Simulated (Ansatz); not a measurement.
C2H4OSi, SMILES `[SiH3]C1=CO1`, relaxed with RKS PBE-D4/def2-SVP in the Gaussian-basis code of Ansatz from a rough embedded geometry. The force threshold is 0.03 eV/Å; the program also tests the step.

Charge 0, multiplicity 1.

Start:

```xyz
8

Si    0.664   -0.515   -0.743
C    -0.195    0.326    0.387
C    -1.181    0.694    1.098
O    -0.124    1.302    1.275
H     1.254    0.382   -1.838
H     1.899   -1.227   -0.161
H    -0.097   -1.583   -1.454
H    -2.221    0.622    1.436
```

Q: How much energy does the relaxation release, and in how many steps? (Estimate.)

A: Ansatz gave: 242.39 kJ/mol, in 8 steps.

Q: Which bonds change most? (An estimate is asked.)

A: The calculation gave: Si1–C2 from 1.650 to 1.822 Å; C3–O4 from 1.232 to 1.302 Å; C2–C3 from 1.270 to 1.333 Å; Si1–H6 from 1.540 to 1.504 Å.

Q: Give the relaxed structure. (Estimate.)

A: The calculation gave: 
```xyz
8

Si    0.766   -0.615   -0.873
C    -0.499    0.063    0.248
C    -1.179    0.754    1.162
O    -0.146    1.489    1.459
H     1.276    0.419   -1.840
H     1.929   -1.204   -0.121
H     0.049   -1.703   -1.629
H    -2.197    0.797    1.594
```
